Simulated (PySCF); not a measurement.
## Bonding in `CC(=S)c1cccs1`

Species: C₆H₆S₂.
SMILES with atom numbers: `[CH3:1][C:2](=[S:3])[c:4]1[cH:5][cH:6][cH:7][s:8]1` (hydrogens: H9, H10, H11 on C1; H12 on C5; H13 on C6; H14 on C7)

Geometry (PBE0-D3(BJ)/def2-SVP, Å), atoms numbered from 1 in this order:
```xyz
14
C6H6S2 angstrom
C     -2.2684    0.5220    0.2133
C     -1.3623   -0.5540   -0.3112
S     -1.9412   -2.0303   -0.7313
C      0.0480   -0.2249   -0.4297
C      1.0825   -1.0277   -0.8828
C      2.3365   -0.3826   -0.8651
C      2.2560    0.9107   -0.3991
S      0.6589    1.3428    0.0191
H     -3.3019    0.1614    0.2618
H     -2.2251    1.4129   -0.4359
H     -1.9475    0.8407    1.2196
H      0.8958   -2.0512   -1.2102
H      3.2708   -0.8467   -1.1830
H      3.0657    1.6307   -0.2819
```

Bond orders from the PBE0/pcSseg-1 density (PySCF). Geometry: PBE0-D3(BJ)/def2-SVP, one conformer, isolated molecule.

(1) How far do the computed orders between heavy atoms stray from the drawn ones?

(2) Set the Mayer orders of the bonds beside their lengths.

## Answers

(1) The largest departure is 0.374, at S8–C4 (drawn aromatic, 1.126), counting aromatic bonds as 1.5. The bonds drawn aromatic range from 1.13 to 1.51.

(2) 
```json
{"bond": "C1–C2", "drawn as": "single", "length (Å)": "1.501", "Mayer order": "1.043"}
{"bond": "C2–S3", "drawn as": "double", "length (Å)": "1.640", "Mayer order": "1.839"}
{"bond": "C2–C4", "drawn as": "single", "length (Å)": "1.453", "Mayer order": "1.029"}
{"bond": "C4–C5", "drawn as": "aromatic", "length (Å)": "1.386", "Mayer order": "1.471"}
{"bond": "C5–C6", "drawn as": "aromatic", "length (Å)": "1.410", "Mayer order": "1.322"}
{"bond": "C6–C7", "drawn as": "aromatic", "length (Å)": "1.377", "Mayer order": "1.507"}
{"bond": "C7–S8", "drawn as": "aromatic", "length (Å)": "1.707", "Mayer order": "1.202"}
{"bond": "S8–C4", "drawn as": "aromatic", "length (Å)": "1.741", "Mayer order": "1.126"}
{"bond": "C1–H9", "drawn as": "single", "length (Å)": "1.096", "Mayer order": "0.948"}
{"bond": "C1–H10", "drawn as": "single", "length (Å)": "1.103", "Mayer order": "0.935"}
{"bond": "C1–H11", "drawn as": "single", "length (Å)": "1.103", "Mayer order": "0.935"}
{"bond": "C5–H12", "drawn as": "single", "length (Å)": "1.091", "Mayer order": "0.963"}
{"bond": "C6–H13", "drawn as": "single", "length (Å)": "1.091", "Mayer order": "0.969"}
{"bond": "C7–H14", "drawn as": "single", "length (Å)": "1.090", "Mayer order": "0.953"}
```

By pair of heavy elements: C–C: lowest C2–C4 (1.029, 1.453 Å), highest C6–C7 (1.507, 1.377 Å). C–S: lowest S8–C4 (1.126, 1.741 Å), highest C2–S3 (1.839, 1.640 Å).

Sum the orders of all bonds at each heavy atom with more than one neighbour and set the sums beside the valence in the SMILES.

C1 3.861 (drawn 4), C2 3.911 (drawn 4), C4 3.626 (drawn 4), C5 3.756 (drawn 4), C6 3.798 (drawn 4), C7 3.662 (drawn 4), S8 2.328 (drawn 2). Orders between atoms that aren't bonded are not in these sums.

For a closed shell the Mayer order of atoms A and B is Σ (PS)μν (PS)νμ over the basis functions μ on A and ν on B, with P the density and S the overlap matrix.
